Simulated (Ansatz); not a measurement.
Ge(vinyl)3(NEt2) (C10H19GeN), relaxed as a singlet with RKS PBE0-D4/def2-SVP in Ansatz, starting from the GFN2-xTB geometry. Force threshold 0.03 eV/Å.

Start:

```xyz
31

Ge    0.348   -0.699   -0.259
C    -0.993   -2.143   -0.294
C    -1.097   -3.031   -1.267
H    -1.667   -2.197    0.551
H    -0.440   -3.003   -2.123
H    -1.833   -3.822   -1.260
C     0.950   -0.283   -2.107
C     2.155   -0.546   -2.580
H     0.229    0.214   -2.746
H     2.901   -1.040   -1.977
H     2.453   -0.291   -3.588
C     1.908   -1.115    0.873
C     1.950   -2.119    1.731
H     2.776   -0.475    0.768
H     1.111   -2.785    1.857
H     2.817   -2.327    2.342
N    -0.527    0.706    0.559
C    -1.840    1.096    0.084
C    -2.870    1.123    1.213
C     0.242    1.762    1.178
C     0.917    2.711    0.186
H    -2.163    0.361   -0.661
H    -1.815    2.077   -0.408
H    -2.906    0.152    1.701
H    -2.612    1.871    1.958
H    -3.855    1.356    0.815
H    -0.409    2.336    1.843
H     1.013    1.287    1.793
H     1.588    2.148   -0.462
H     0.178    3.210   -0.436
H     1.490    3.467    0.717
```

(1) Estimate the energy that the relaxation releases and the steps that it takes.

(2) Does the start keep its bonding?

(3) Predict the relaxed structure.

Answers

(1) 16.3 kJ/mol, in 14 steps; 2.6 min on 4 threads of Intel Xeon on a shared host. No frequencies were taken in this run, so the end may be a saddle point.

(2) By distances, no bond broke or formed. The bond that changes most is Ge1–C7, from 1.99 to 1.95 Å (atoms count from 1).

(3) 
```tsv
atom	x (Å)	y (Å)	z (Å)
Ge1	0.3264	-0.6715	-0.1633
C2	-0.9344	-2.1475	-0.1494
C3	-1.0853	-2.9858	-1.1792
H4	-1.5377	-2.2969	0.7553
H5	-0.5027	-2.8719	-2.1011
H6	-1.7915	-3.8240	-1.1518
C7	0.9088	-0.3535	-1.9981
C8	2.1079	-0.7237	-2.4589
H9	0.2195	0.1642	-2.6782
H10	2.8342	-1.2416	-1.8210
H11	2.4244	-0.5289	-3.4907
C12	1.8822	-1.0738	0.9244
C13	2.1255	-2.2989	1.4013
H14	2.6101	-0.2773	1.1268
H15	1.4390	-3.1346	1.2205
H16	3.0198	-2.5254	1.9937
N17	-0.5423	0.7836	0.5526
C18	-1.8521	1.1336	0.0420
C19	-2.9272	1.1801	1.1201
C20	0.2037	1.8476	1.1881
C21	0.9108	2.8015	0.2296
H22	-2.1505	0.3910	-0.7188
H23	-1.8283	2.1044	-0.4952
H24	-3.0272	0.1979	1.6068
H25	-2.6822	1.9156	1.9022
H26	-3.9042	1.4607	0.6952
H27	-0.4778	2.4228	1.8417
H28	0.9456	1.4038	1.8744
H29	1.6585	2.2673	-0.3789
H30	0.1987	3.2743	-0.4652
H31	1.4283	3.6069	0.7751
```
Bond lengths: 5 × C–C 1.34 to 1.53 Å; 3 × C–Ge 1.94 to 1.95 Å; 2 × C–N 1.45 Å; 1 × Ge–N 1.84 Å; 19 × C–H 1.10 to 1.11 Å.
